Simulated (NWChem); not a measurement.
System: C₂H₅FOSi; SMILES C=C[Si@@H](O)F

NWChem input:

```
start job
memory heap 200 mb stack 900 mb global 1100 mb
geometry units angstroms noautosym nocenter noautoz
  C      0.027697    -2.194389     0.302770
  C     -0.721007    -1.177819    -0.143539
  Si    -0.017460     0.515022    -0.432925
  O     -0.763011     1.674580     0.476850
  F      1.555306     0.407688    -0.024974
  H      1.096479    -2.067183     0.506929
  H     -0.388233    -3.192497     0.481234
  H     -1.787217    -1.356765    -0.337385
  H     -0.099230     0.996258    -1.830123
  H     -0.906384     1.473716     1.406658
end
basis spherical
  C library pcsseg-1
  Si library pcsseg-1
  O library pcsseg-1
  F library pcsseg-1
  H library pcsseg-1
end
dft
  xc xpbe96 cpbe96
  iterations 150
end
property
  shielding
end
task dft property
```

Parts of the log:

```
             Northwest Computational Chemistry Package (NWChem) 7.3.0
             --------------------------------------------------------

                             Geometry "geometry" -> ""
                             -------------------------

 Output coordinates in angstroms (scale by  1.889725989 to convert to a.u.)

  No.       Tag          Charge          X              Y              Z
 ---- ---------------- ---------- -------------- -------------- --------------
    1 C                    6.0000     0.02769700    -2.19438900     0.30277000
    2 C                    6.0000    -0.72100700    -1.17781900    -0.14353900
    3 Si                  14.0000    -0.01746000     0.51502200    -0.43292500
    4 O                    8.0000    -0.76301100     1.67458000     0.47685000
    5 F                    9.0000     1.55530600     0.40768800    -0.02497400
    6 H                    1.0000     1.09647900    -2.06718300     0.50692900
    7 H                    1.0000    -0.38823300    -3.19249700     0.48123400
    8 H                    1.0000    -1.78721700    -1.35676500    -0.33738500
    9 H                    1.0000    -0.09923000     0.99625800    -1.83012300
   10 H                    1.0000    -0.90638400     1.47371600     1.40665800

 Effective nuclear repulsion energy (a.u.)     231.0046654102

  pbe96 is a nonlocal functional; adding pw91lda local functional.
                              NWChem Property Module
                              ----------------------

  itol2e modified to match energy
  convergence criterion.

                                 NWChem DFT Module
                                 -----------------

 Summary of "ao basis" -> "ao basis" (spherical)
 ------------------------------------------------------------------------------
       Tag                 Description            Shells   Functions and Types
 ---------------- ------------------------------  ------  ---------------------
 C                          pcsseg-1                 7       17   3s3p1d
 Si                         pcsseg-1                10       24   4s5p1d
 O                          pcsseg-1                 7       17   3s3p1d
 F                          pcsseg-1                 7       17   3s3p1d
 H                          pcsseg-1                 3        5   2s1p

  itol2e modified to match energy
  convergence criterion.

            General Information
            -------------------
          SCF calculation type: DFT
          Wavefunction type:  closed shell.
          No. of atoms     :    10
          No. of electrons :    48
           Alpha electrons :    24
            Beta electrons :    24
          Charge           :     0
          Spin multiplicity:     1
          Use of symmetry is: off; symmetry adaption is: off
          Maximum number of iterations: 150
          AO basis - number of functions:   117
                     number of shells:    53
          Convergence on energy requested:  1.00D-07
          Convergence on density requested:  1.00D-05
          Convergence on gradient requested:  5.00D-04

              XC Information
              --------------
          PerdewBurkeErnzerhof Exchange Functional  1.000
            Perdew 1991 LDA Correlation Functional  1.000 local
           PerdewBurkeErnz. Correlation Functional  1.000 non-local

             Grid Information
             ----------------
          Grid used for XC integration:  fine
          Radial quadrature: Mura-Knowles
          Angular quadrature: Lebedev.
          Tag              B.-S. Rad. Rad. Pts. Rad. Cut. Ang. Pts.
          ---              ---------- --------- --------- ---------
          C                   0.70       70          11.0       590
          Si                  1.10      123          11.0       770
          O                   0.60       70          13.0       590
          F                   0.50       70          11.0       590
          H                   0.35       60          12.0       590
          Grid pruning is: on
          Number of quadrature shells:   703
          Spatial weights used:  Erf1

      Superposition of Atomic Density Guess
      -------------------------------------

 Sum of atomic energies:        -540.72512891

      Non-variational initial energy
      ------------------------------

 Total energy =    -542.688518
 1-e energy   =   -1204.716648
 2-e energy   =     431.023464
 HOMO         =      -0.351678
 LUMO         =      -0.033745

   convergence    iter        energy       DeltaE   RMS-Dens  Diis-err
 ---------------- ----- ----------------- --------- --------- ---------
 d= 0,ls=0.0,diis     1   -543.2956627726 -7.74D+02  1.35D-02  1.29D+00
 d= 0,ls=0.0,diis     2   -543.1419153011  1.54D-01  9.14D-03  3.03D+00
 d= 0,ls=0.0,diis     3   -543.3955058984 -2.54D-01  1.69D-03  1.34D-01
 d= 0,ls=0.0,diis     4   -543.4046119126 -9.11D-03  7.51D-04  1.37D-02
 d= 0,ls=0.0,diis     5   -543.4056816855 -1.07D-03  3.60D-04  4.22D-03
  Resetting Diis
 d= 0,ls=0.0,diis     6   -543.4061484595 -4.67D-04  1.26D-04  4.61D-04
 d= 0,ls=0.0,diis     7   -543.4062112133 -6.28D-05  8.13D-05  3.81D-05
 d= 0,ls=0.0,diis     8   -543.4061947695  1.64D-05  5.94D-05  1.92D-04
 d= 0,ls=0.0,diis     9   -543.4062147160 -1.99D-05  9.59D-06  2.52D-06
 d= 0,ls=0.0,diis    10   -543.4062150472 -3.31D-07  2.08D-06  2.14D-07
 d= 0,ls=0.0,diis    11   -543.4062150694 -2.21D-08  5.60D-07  1.20D-08

         Total DFT energy =     -543.406215069376
      One electron energy =    -1209.365457967085
           Coulomb energy =      487.250746882605
    Exchange-Corr. energy =      -52.296169395115
 Nuclear repulsion energy =      231.004665410218

 Numeric. integr. density =       48.000004526325

                       DFT Final Molecular Orbital Analysis
                       ------------------------------------

 Vector   22  Occ=2.000000D+00  E=-2.969036D-01
              MO Center= -5.2D-01,  1.2D+00,  2.9D-01, r^2= 2.2D+00
   Bfn.  Coefficient  Atom+Function         Bfn.  Coefficient  Atom+Function
  ----- ------------  ---------------      ----- ------------  ---------------
    65      0.393350   4 O  px               68      0.390649   4 O  px
    62      0.210300   4 O  px               83     -0.144816   5 F  py
    86     -0.137325   5 F  py               67      0.116293   4 O  pz
    70      0.108134   4 O  pz              109      0.099307   9 H  s
   108      0.091360   9 H  s                49      0.085775   3 Si py

 Vector   23  Occ=2.000000D+00  E=-2.750301D-01
              MO Center= -3.7D-01, -2.0D-01, -1.8D-01, r^2= 4.0D+00
   Bfn.  Coefficient  Atom+Function         Bfn.  Coefficient  Atom+Function
  ----- ------------  ---------------      ----- ------------  ---------------
   108     -0.210816   9 H  s                20      0.208641   2 C  s
    25      0.209164   2 C  py               49     -0.209283   3 Si py
    66      0.196820   4 O  py               69      0.192958   4 O  py
    98      0.183200   7 H  s               109     -0.178374   9 H  s
    28      0.167799   2 C  py              103     -0.161791   8 H  s

[...]

          -----------------------------------------
          Chemical Shielding Tensors (GIAO, in ppm)
          -----------------------------------------

                                NWChem CPHF Module
                                ------------------

  scftype          =     RHF
  nclosed          =       24
  nopen            =        0
  variables        =     2232
  # of vectors     =        3
  tolerance        = 0.10D-03
  level shift      = 0.00D+00
  max iterations   =       50
  max subspace     =       30

 SCF residual:    3.4449971336663461E-005

Iterative solution of linear equations
  No. of variables     2232
  No. of equations        3
  Maximum subspace       30
        Iterations       50
       Convergence  1.0D-04

   iter   nsub   residual    time
   ----  ------  --------  ---------
     1      3    1.54D-05      50.7

      Atom:    1  C
        Diamagnetic
    257.9264     -3.8967      4.4712
     -3.8967    264.7216     -6.9631
      4.4712     -6.9631    245.0040

        Paramagnetic
   -300.2556    -57.9861    -33.3673
    -57.9861   -269.9884     37.5369
    -33.3673     37.5369    -95.1143

        Total Shielding Tensor
    -42.3292    -61.8829    -28.8961
    -61.8829     -5.2668     30.5738
    -28.8961     30.5738    149.8897

           isotropic =      34.0979
          anisotropy =     195.0601

          Principal Components and Axis System
                 1           2           3
              164.1379    -88.5037     26.6595

      1        -0.2064      0.8062     -0.5546
      2         0.2463      0.5913      0.7679
      3         0.9470      0.0219     -0.3206

      Atom:    2  C
        Diamagnetic
    262.5830      0.2862      3.1671
      0.2862    271.4825     -5.9658
      3.1671     -5.9658    249.8941

        Paramagnetic
   -307.5915    -47.8642    -38.7290
    -47.8642   -247.2987     32.2746
    -38.7290     32.2746   -105.1349

        Total Shielding Tensor
    -45.0085    -47.5780    -35.5619
    -47.5780     24.1837     26.3088
    -35.5619     26.3088    144.7592

           isotropic =      41.3115
          anisotropy =     178.6969

          Principal Components and Axis System
                 1           2           3
              160.4427    -71.1621     34.6538

      1        -0.2227      0.9010     -0.3723
      2         0.2592      0.4229      0.8683
      3         0.9398      0.0969     -0.3277

      Atom:    3  Si
        Diamagnetic
    883.2128     -0.7656      0.0202
     -0.7656    882.8115      0.7909
      0.0202      0.7909    877.4082

        Paramagnetic
   -516.3924     -4.9788      2.0890
     -4.9788   -523.4013      0.2462
      2.0890      0.2462   -534.2519

        Total Shielding Tensor
    366.8205     -5.7443      2.1092
     -5.7443    359.4102      1.0371
      2.1092      1.0371    343.1562

           isotropic =     356.4623
          anisotropy =      20.3366

          Principal Components and Axis System
                 1           2           3
              370.0200    356.5521    342.8147

      1         0.8803      0.4613     -0.1108
      2        -0.4716      0.8761     -0.1002
      3         0.0509      0.1405      0.9888

      Atom:    4  O
        Diamagnetic
    380.0489     -8.1813     -9.9225
     -8.1813    389.1762      7.8040
     -9.9225      7.8040    399.7040

        Paramagnetic
   -105.5851     -0.8279     24.4165
     -0.8279   -133.1218     23.4311
     24.4165     23.4311   -158.4818

        Total Shielding Tensor
    274.4638     -9.0092     14.4940
     -9.0092    256.0544     31.2351
     14.4940     31.2351    241.2222

           isotropic =     257.2468
          anisotropy =      37.0376

          Principal Components and Axis System
                 1           2           3
              281.9385    277.8695    211.9324

      1         0.5242      0.8103     -0.2619
      2         0.5753     -0.5637     -0.5927
      3         0.6279     -0.1600      0.7617

      Atom:    5  F
        Diamagnetic
    489.5414     -1.1136      5.9207
     -1.1136    466.3464      0.0138
      5.9207      0.0138    463.1493

        Paramagnetic
   -126.2764    -25.1317     -4.8109
    -25.1317   -179.9720     50.3178
     -4.8109     50.3178   -142.3424

        Total Shielding Tensor
    363.2650    -26.2453      1.1099
    -26.2453    286.3744     50.3316
      1.1099     50.3316    320.8068

           isotropic =     323.4821
          anisotropy =      80.5583

          Principal Components and Axis System
                 1           2           3
              377.1876    347.0626    246.1960

      1         0.8097      0.5562      0.1875
      2        -0.4457      0.3747      0.8130
      3        -0.3819      0.7418     -0.5512

      Atom:    6  H
        Diamagnetic
     38.8829     -0.7217      4.0085
     -0.7217     28.2502     -1.8705
      4.0085     -1.8705     22.5042

        Paramagnetic
    -16.5442     -1.9146     -3.8163
     -1.9146     -0.3993      0.5735
     -3.8163      0.5735      1.6794

        Total Shielding Tensor
     22.3388     -2.6363      0.1923
     -2.6363     27.8510     -1.2970
      0.1923     -1.2970     24.1837

           isotropic =      24.7911
          anisotropy =       6.6610

          Principal Components and Axis System
                 1           2           3
               29.2318     23.8948     21.2468

      1        -0.3523     -0.1954      0.9153
      2         0.9031      0.1855      0.3872
      3        -0.2455      0.9630      0.1111

      Atom:    7  H
        Diamagnetic
     26.1162      4.0521     -0.4081
      4.0521     40.5551     -3.8347
     -0.4081     -3.8347     23.8394

        Paramagnetic
     -2.4767     -6.5426      0.8629
     -6.5426    -14.8017      2.9488
      0.8629      2.9488      1.1397

        Total Shielding Tensor
     23.6395     -2.4905      0.4548
     -2.4905     25.7534     -0.8859
      0.4548     -0.8859     24.9791

           isotropic =      24.7907
          anisotropy =       4.4467

          Principal Components and Axis System
                 1           2           3
               27.7551     24.6302     21.9867

      1        -0.5145     -0.2181      0.8293
      2         0.7889      0.2586      0.5575
      3        -0.3361      0.9410      0.0390

      Atom:    8  H
        Diamagnetic
     41.7508      3.2833      3.5897
      3.2833     28.0522     -0.2209
      3.5897     -0.2209     23.7643

        Paramagnetic
    -18.5422     -4.0422     -3.5525
     -4.0422     -1.1141      0.0912
     -3.5525      0.0912      1.4983

        Total Shielding Tensor
     23.2086     -0.7589      0.0373
     -0.7589     26.9381     -0.1297
      0.0373     -0.1297     25.2626

           isotropic =      25.1364
          anisotropy =       2.9401

          Principal Components and Axis System
                 1           2           3
               27.0965     25.2528     23.0600

      1        -0.1917     -0.0088      0.9814
      2         0.9787      0.0728      0.1919
      3        -0.0731      0.9973     -0.0053

      Atom:    9  H
        Diamagnetic
     23.2140     -0.1583      0.7631
     -0.1583     25.8973     -5.4341
      0.7631     -5.4341     37.0186

        Paramagnetic
      0.4631     -0.3629     -0.1295
     -0.3629     -1.7167      2.8996
     -0.1295      2.8996     -6.2225

        Total Shielding Tensor
     23.6771     -0.5213      0.6336
     -0.5213     24.1806     -2.5346
      0.6336     -2.5346     30.7961

           isotropic =      26.2179
          anisotropy =       8.2662

          Principal Components and Axis System
                 1           2           3
               31.7288     23.7842     23.1409

      1         0.0950      0.8445      0.5271
      2        -0.3228     -0.4748      0.8188
      3         0.9417     -0.2479      0.2275

      Atom:   10  H
        Diamagnetic
     22.4107     -1.5732     -6.0534
     -1.5732     24.9341      0.4711
     -6.0534      0.4711     43.9693

        Paramagnetic
      2.1147      0.5316      1.8675
      0.5316     -0.9087      0.2436
      1.8675      0.2436     -4.9664

        Total Shielding Tensor
     24.5253     -1.0416     -4.1859
     -1.0416     24.0254      0.7146
     -4.1859      0.7146     39.0029

           isotropic =      29.1846
          anisotropy =      16.4981

          Principal Components and Axis System
                 1           2           3
               40.1833     24.5521     22.8183

      1        -0.2615     -0.5474      0.7949
      2         0.0595      0.8129      0.5794
      3         0.9634     -0.1988      0.1800
```

Level: PBE/pcSseg-1, GIAO. Coordinates come from a PBE0/def2-SVP optimisation. The printed shielding anisotropy is the first printed principal value minus the mean of the other two.
